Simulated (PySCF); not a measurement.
# One molecule, several mistakes: AlC3H8

All numbers below are calculated, not measured. They come from PySCF 2.14.0, an open-source quantum chemistry program, on an isolated molecule that a program drew, which may never have been made. The molecule is AlC3H8 (charge 0, doublet), drawn as the SMILES string `C[CH][CH2][AlH2]`.

Each row is a Hartree-Fock (HF) and frozen-core CCSD(T) single point in the cc-pV(D+d)Z basis, meant for a local HF minimum. Run 1 is clean. Each other run has one planted mistake out of seven kinds, and not every kind appears here: one electron removed, one electron added, multiplicity raised by two, geometry at a saddle point, minimal basis STO-3G, one bond length entered in bohr, all coordinates scaled. The reference is restricted for singlets and unrestricted otherwise, and also for a bond in bohr. Adding or removing an electron swaps singlet and doublet. Electrons count all cores. HOMO and LUMO are orbital energies over both spins, the gradient is its largest component, and the lowest frequency (negative if imaginary) is given only where the gradient is small. Bond lengths are over the 11 bonds as drawn. T1 is the CCSD diagnostic: over 0.02 (restricted) or 0.045 (unrestricted) a single reference is doubtful.

Geometry of the clean run:
```xyz
12
AlC3H8, angstrom
C    -0.4224   -0.3852   -1.0551
C    -0.3452    0.8916   -0.2672
C    -1.5524    1.6749    0.0874
Al   -1.0272    2.9599   -1.3333
H    -0.6622   -1.2260   -0.3915
H     0.5228   -0.6159   -1.5497
H    -1.2053   -0.3413   -1.8154
H     0.5695    1.0814    0.2872
H    -2.4868    1.1415   -0.0903
H    -1.5219    2.0987    1.0915
H    -0.0833    4.1737   -0.9638
H    -1.4857    2.6999   -2.8244
```

```
run  electrons  basis functions  <S^2>  HOMO (eV)  LUMO (eV)  gradient (hartree/bohr)  lowest frequency (cm^-1)  mean bond (Å)  longest bond (Å)      T1  HF (hartree)  CCSD(T) (hartree)                          mistake
  1         39              105  0.769      -8.06       1.34                  3.8e-05                       112         1.3347             1.986  0.0171    -360.13341         -360.69246                         no fault
  2         39              105  1.318      -7.31       0.81                  7.2e-02                         -         1.4954             3.754  0.0591    -360.06879         -360.62361  one bond length entered in bohr
  3         39              105  0.765      -7.70       1.59                  7.4e-02                         -         1.2253             1.823  0.0152    -360.05087         -360.59932           all coordinates scaled
  4         39               32  0.766      -6.00       7.02                  4.4e-02                         -         1.3347             1.986  0.0117    -355.83070         -356.06963             minimal basis STO-3G
  5         39              105  3.770      -4.12      -2.11                  8.4e-02                         -         1.3347             1.986  0.0305    -359.93198         -360.46921                                ?
  6         38              105  0.000     -16.16      -5.58                  7.8e-02                         -         1.3347             1.986  0.0192    -359.88269         -360.43284                                ?
```

**Which mistake was planted in run 5, and what did it cost?**

Electrons, basis and geometry are unchanged, and <S^2> is 3.770, beside S(S+1) = 3.75 for a multiplicity of 4. So the mistake is: multiplicity raised by two. Subtracting run 1 and multiplying by 627.51 kcal/mol a hartree, the energy moved by 126.4 kcal/mol in HF and 140.1 kcal/mol in CCSD(T).

**Which mistake was planted in run 6, and what did it cost?**

It counts 38 electrons, one fewer than the clean run, at the same geometry and basis. So the mistake is: one electron removed. Subtracting run 1 and multiplying by 627.51 kcal/mol a hartree, the energy moved by 157.3 kcal/mol in HF and 162.9 kcal/mol in CCSD(T).

Cautions from the logs. Run 2: T1 is over the limit, so its CCSD(T) energy is less reliable.
